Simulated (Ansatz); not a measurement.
C2H7FSi2, SMILES `FC1C[SiH2][SiH2]1`, relaxed with RKS PBE0-D4/def2-TZVP in the Gaussian-basis code of Ansatz from a PBE-D4/def2-SVP geometry. The force threshold is 0.005 eV/Å; the program also tests the step.

Charge 0, multiplicity 1.

Start:

```xyz
12

F    -0.514   -0.178    1.980
C    -0.786   -0.610    0.663
C    -0.987    0.641   -0.217
Si    0.870    1.121   -0.472
Si    0.930   -1.195   -0.060
H    -1.663   -1.293    0.706
H    -1.678    1.379    0.242
H    -1.411    0.344   -1.201
H     1.418    2.015    0.605
H     1.226    1.703   -1.815
H     1.840   -1.922    0.891
H     0.754   -2.006   -1.321
```

(1) How much energy does the relaxation release, and in how many steps? (Estimate.)

(2) Which bonds change most? (Estimate.)

(3) Give the relaxed structure. (An estimate is asked.)

Answers

(1) Computed: 1.03 kcal/mol, in 6 steps.

(2) The calculation gave: C3–Si4 from 1.935 to 1.911 Å; Si4–Si5 from 2.354 to 2.333 Å; C2–Si5 from 1.952 to 1.932 Å; C2–H6 from 1.113 to 1.093 Å.

(3) The calculation gave: 
```xyz
12

F    -0.560   -0.204    1.979
C    -0.776   -0.609    0.655
C    -0.969    0.646   -0.207
Si    0.863    1.115   -0.481
Si    0.928   -1.178   -0.055
H    -1.634   -1.285    0.665
H    -1.649    1.370    0.249
H    -1.394    0.349   -1.172
H     1.422    1.990    0.581
H     1.201    1.691   -1.811
H     1.835   -1.888    0.884
H     0.734   -1.995   -1.287
```
